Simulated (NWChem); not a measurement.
CH4Ge, singlet; SMILES [CH3][GeH]

```xyz
6

Ge     0.0373    -0.4517    -0.0004
H     -1.5817    -0.5266     0.0007
C      0.0356     1.5573    -0.0004
H      1.0533     1.9923    -0.0042
H     -0.5193     1.9271     0.8902
H     -0.5277     1.9295    -0.8846
```
Atoms are numbered in this order, from 1.

Level: PBE-D3(BJ)/def2-SVP (NWChem), optimised geometry, unscaled harmonic frequencies. Low-valent species are run as closed-shell singlets; no triplet was tried in these runs.

```csv
frequency (cm⁻¹),IR intensity (km/mol)
133,0.4
531,44.7
536,1.4
589,10.3
852,46.9
1158,12.1
1358,5.7
1369,10.0
1817,350.0
2953,1.2
3037,6.6
3089,8.6
```

The zero-point energy is 24.9 kcal/mol, the thermal correction to the enthalpy at 298.15 K (with zero-point energy) is 28.1 kcal/mol and the heat capacity Cv is 12.3 cal/(mol K). The entropy at 298.15 K and 1 atm (symmetry number 1) is 65.6 cal/(mol K). The dipole moment is 0.83 D.

Rigid rotor and harmonic oscillator.
